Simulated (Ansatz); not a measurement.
BeH₂, relaxed as a singlet with RKS PBE-D4/def2-TZVP in Ansatz, starting from the GFN2-xTB geometry. Force threshold 0.02 eV/Å.

Start:

```xyz
3

Be    0.000    0.000   -0.001
H    -0.812   -0.840   -0.522
H     0.811    0.840    0.523
```

```tsv
step	energy (eV)	largest force component (eV/Å)	SCF passes
1	-431.5341	1.047	18
2	-431.5911	0.328	21
3	-431.5982	0.015	21
```

Force components are those of the run's own axes.

End:

Cartesian coordinates in Å:
```
Be 0.000 0.000 0.000
H -0.851 -0.881 -0.548
H 0.851 0.881 0.548
```

By distances, no bond broke or formed. The bond that changes most is Be1–H3, from 1.28 to 1.34 Å (atoms count from 1).

No frequencies were taken in this run, so the end may be a saddle point.

It took 1.1 s on 4 threads of Intel Xeon on a shared host.
